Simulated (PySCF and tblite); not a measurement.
Results of a calculation; reference values are marked as such.
System: C₂H₇NSi, numbered as in [SiH3:1][N:2]1[CH2:3][CH2:4]1.

For the pyramidal inversion at N2: electronic barrier 3.70 kcal/mol, zero-point change -0.58 kcal/mol, thermal and entropy terms at 350 K a further 0.23 kcal/mol (symmetry numbers apart). The minimum is Cs, the saddle Cs. The path came from a restrained scan, a climbing-image band and a saddle search at GFN2-xTB; energies are PBE0/pcSseg-2 + D3(BJ)//PBE0-D3(BJ)/def2-SVP, thermal terms GFN2-xTB. Rate constants are transition-state-theory values, counting equivalent paths, without tunnelling. (PySCF 2.14 with density fitting, tblite 0.8.)

Task: How many equivalent paths lead out of the minimum?

Result: 2: the symmetry number of the minimum is 1, that of the saddle displaced along its mode 1, and the displaced saddle is chiral while the minimum is not, which doubles the count.

Task: Work out the rate at 350 K.

Result: ΔG‡ = 3.35 kcal/mol; k_B T/h = 7.3×10¹² s⁻¹; exp(−ΔG‡/RT) = 0.0081; times 2 gives k = 1.2×10¹¹ s⁻¹. Wigner's tunnelling factor for the 194i cm⁻¹ mode would be 1.03.
